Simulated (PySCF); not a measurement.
A GIAO shielding run with PySCF 2.14 (density fitting, non-relativistic, gas phase) on SMILES O=CO[Si@@H]1C[SiH2][SiH2][SiH2]1, C$_{2}$H$_{10}$O$_{2}$Si$_{4}$:

```
$ OMP_NUM_THREADS=1 python probes_run.py task.json out

{"job": {"kind": "nmr", "xc": "PBE0", "basis": "pcSseg-1"}, "charge": 0, "multiplicity": 1}
O      1.306183    -1.231188     0.911588
C      2.234050    -0.488517     0.713605
O      2.255297     0.481008    -0.132781
Si     0.878309     0.873591    -1.078842
C     -0.315453     1.747413     0.131468
Si    -1.254632     0.574815     1.340377
Si    -1.620423    -1.384465     0.135052
Si    -0.153497    -1.122728    -1.669842
H      3.188759    -0.586919     1.262527
H      1.609513     1.850290    -1.890090
H      0.223040     2.499800     0.708531
H     -1.051867     2.295501    -0.457209
H     -0.438864     0.437816     2.553142
H     -2.451263     1.317852     1.773971
H     -3.020969    -1.495528    -0.323858
H     -1.428086    -2.613313     0.910415
H     -0.796888    -0.958970    -2.988445
H      0.828030    -2.190142    -1.911264
```

Hardware: 1 thread of an Arm Neoverse V1, shared host. The job also computes population analyses, field gradients, ring-centre shieldings.

(1) How large is the calculation?

(2) How long does it take, and how much memory does it need?

## Answers

(1) 94 electrons, 214 basis functions and 1208 auxiliary functions.

(2) 56 s of wall time, with 14 SCF cycles and 5 response iterations; peak memory 1.1 GiB. Times on a shared host scatter by some tens of per cent.
